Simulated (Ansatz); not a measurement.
`FB1CC1` + H₂O → `OB1CC1` + H–F  (formal hydrolysis of a B–F bond)

Computed with Ansatz on PBE0-D4/def2-TZVP structures; ΔE is electronic, products minus reactants. CCSD(T)/CBS adds triple-zeta CCSD(T) − MP2 to the extrapolated MP2 energy (def2 sets, frozen cores). This one scheme is used for every species. Functionals use def2-TZVPP. B3LYP here is the variant with VWN-RPA as its local correlation; programs differ in this. HSE06 is defined as in plane-wave codes. One conformer a species, not always the lowest.

```
             level  ΔE (kcal/mol)  difference from CCSD(T)/CBS
       LDA (SPW92)           -1.8                         -1.0
            PBE-D4           -0.9                         -0.1
         revPBE-D4           -1.1                         -0.3
           BLYP-D4           -0.2                          0.6
         r2SCAN-D4           -0.1                          0.7
            B97M-V            0.6                          1.4
           PBE0-D4           -1.0                         -0.2
          B3LYP-D4           -0.2                          0.6
        r2SCANh-D4           -0.2                          0.6
        r2SCAN0-D4           -0.4                          0.4
          BHLYP-D4            0.0                          0.8
      CAM-B3LYP-D4           -0.1                          0.7
           ωB97X-V           -0.1                          0.7
           ωB97M-V           -0.3                          0.5
            B2PLYP           -0.2                          0.6
          PBE-QIDH           -1.1                         -0.3
               PBE           -0.6                          0.2
            revPBE           -0.1                          0.7
              BLYP            0.6                          1.4
              PBE0           -0.7                          0.1
             B3LYP            0.3                          1.1
           r2SCANh           -0.1                          0.7
             HSE06           -0.7                          0.1
             BHLYP            0.4                          1.2
         CAM-B3LYP            0.2                          1.0
           LC-ωPBE           -0.4                          0.4
       HF/def2-SVP            0.3                          1.1
      MP2/def2-SVP           -2.0                         -1.2
     CCSD/def2-SVP           -1.4                         -0.6
  CCSD(T)/def2-SVP           -1.6                         -0.8
    MP2/def2-TZVPP           -1.5                         -0.7
SCS-MP2/def2-TZVPP           -0.9                         -0.1
   CCSD/def2-TZVPP           -0.6                          0.2
CCSD(T)/def2-TZVPP           -0.9                         -0.1
     HF/def2-QZVPP            1.6                          2.4
    MP2/def2-QZVPP           -1.4                         -0.6
SCS-MP2/def2-QZVPP           -0.7                          0.1
      HF/CBS(def2)            1.6                          2.4
     MP2/CBS(def2)           -1.3                         -0.5
    CCSD/CBS(def2)           -0.4                          0.4
       CCSD(T)/CBS           -0.8                            0
```

Largest T1 diagnostic among the species: 0.012.

In def2-TZVPP, CCSD(T) changes the Hartree–Fock value by −2.4 kcal/mol (the triples alone add −0.3 kcal/mol) and MP2 by −3.0 kcal/mol. Leaving LDA and LC-ωPBE aside and taking each functional with its dispersion term where it has one, the values spread over 1.7 kcal/mol, from revPBE-D4 to B97M-V. LDA lies −1.2 kcal/mol from PBE without D4.
